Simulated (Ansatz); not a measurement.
Al₂N₂. Total charge 0; singlet. Geometry PBE0-D4/def2-TZVP, basis def2-TZVP, Ansatz.

```xyz
4

Al    1.093   -0.735   -1.372
Al   -1.093    0.735    1.372
N     0.247    0.570   -0.109
N    -0.247   -0.570    0.109
```

```csv
run,HOMO (eV),LUMO (eV)
A,-5.45,-3.57
B,-5.54,-3.82
C,-8.19,0.32
D,-5.62,-3.46
E,-6.42,-2.15
F,-8.23,1.17
```

The structure comes from a short search, and lower isomers may exist.

The runs used HF, LDA (SPW92), PBE, r2SCAN, r2SCAN0, ωB97M-V. Estimate which is which.

A PBE (0 % exact exchange); B LDA (SPW92) (0 % exact exchange); C ωB97M-V (range-separated); D r2SCAN (0 % exact exchange); E r2SCAN0 (25 % exact exchange); F HF (100 % exact exchange). Exact exchange lowers occupied and raises empty levels; among semilocal functionals meta-GGAs tend to open the gap a little, and such runs are hard to tell apart. The gap grows from 1.72 eV (LDA (SPW92)) to 9.40 eV (HF).
